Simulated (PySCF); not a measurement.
## Mayer bond orders and bond lengths

C₂H₁₀O₂Si₂.
SMILES with atom numbers: `[CH3:1][SiH2:2][O:3][Si@H:4]([CH3:5])[OH:6]` (hydrogens: H7, H8, H9 on C1; H10, H11 on Si2; H12 on Si4; H13, H14, H15 on C5; H16 on O6)

Cartesian coordinates in Å at the GFN2-xTB level; atoms count from 1:
```
atom  x, y, z in Å
C1    -2.934    0.061    0.396
Si2   -1.331   -0.948    0.310
O3    -0.142    0.090   -0.046
Si4    1.376    0.641   -0.244
C5     2.647   -0.499    0.561
O6     1.516    2.071    0.513
H7    -3.777   -0.577    0.646
H8    -2.876    0.840    1.151
H9    -3.156    0.540   -0.554
H10   -1.375   -1.946   -0.762
H11   -1.030   -1.572    1.603
H12    1.523    0.791   -1.691
H13    3.647   -0.084    0.489
H14    2.656   -1.473    0.082
H15    2.427   -0.649    1.614
H16    0.822    2.723    0.456
```

Bond orders from the PBE0/pcSseg-1 density (PySCF). Isolated species at its GFN2-xTB geometry (one conformer only).

Task: Where do the orders between heavy atoms depart from those drawn in the SMILES?

Result: The largest departure is 0.079, at O3–Si4 (drawn single, 0.921).

Task: Give the Mayer order of every bond, beside its length.

Result: 
```json
{"bond": "C1–Si2", "drawn as": "single", "length (Å)": "1.896", "Mayer order": "0.949"}
{"bond": "Si2–O3", "drawn as": "single", "length (Å)": "1.619", "Mayer order": "0.931"}
{"bond": "O3–Si4", "drawn as": "single", "length (Å)": "1.627", "Mayer order": "0.921"}
{"bond": "Si4–C5", "drawn as": "single", "length (Å)": "1.888", "Mayer order": "0.931"}
{"bond": "Si4–O6", "drawn as": "single", "length (Å)": "1.624", "Mayer order": "1.070"}
{"bond": "C1–H7", "drawn as": "single", "length (Å)": "1.086", "Mayer order": "0.958"}
{"bond": "C1–H8", "drawn as": "single", "length (Å)": "1.087", "Mayer order": "0.960"}
{"bond": "C1–H9", "drawn as": "single", "length (Å)": "1.087", "Mayer order": "0.960"}
{"bond": "Si2–H10", "drawn as": "single", "length (Å)": "1.466", "Mayer order": "0.923"}
{"bond": "Si2–H11", "drawn as": "single", "length (Å)": "1.466", "Mayer order": "0.920"}
{"bond": "Si4–H12", "drawn as": "single", "length (Å)": "1.461", "Mayer order": "0.897"}
{"bond": "C5–H13", "drawn as": "single", "length (Å)": "1.085", "Mayer order": "0.960"}
{"bond": "C5–H14", "drawn as": "single", "length (Å)": "1.085", "Mayer order": "0.959"}
{"bond": "C5–H15", "drawn as": "single", "length (Å)": "1.086", "Mayer order": "0.958"}
{"bond": "O6–H16", "drawn as": "single", "length (Å)": "0.954", "Mayer order": "0.934"}
```

Bonds between the same two heavy elements. C–Si: all 2 within 0.02 of one another (0.931 to 0.949). O–Si: lowest O3–Si4 (0.921, 1.627 Å), highest Si4–O6 (1.070, 1.624 Å); in 1 of the 3 pairs the longer bond (by over 0.003 Å) has the higher order (by 0.02 or more).

Task: Sum the orders of all bonds at each heavy atom with more than one neighbour and set the sums beside the valence in the SMILES.

Result: C1 3.827 (drawn 4), Si2 3.723 (drawn 4), O3 1.852 (drawn 2), Si4 3.819 (drawn 4), C5 3.808 (drawn 4), O6 2.004 (drawn 2). Orders between atoms that aren't bonded are not in these sums.

The Mayer order sums products of elements of PS (density times overlap matrix) between the two atoms' basis functions, so it depends on the basis set.
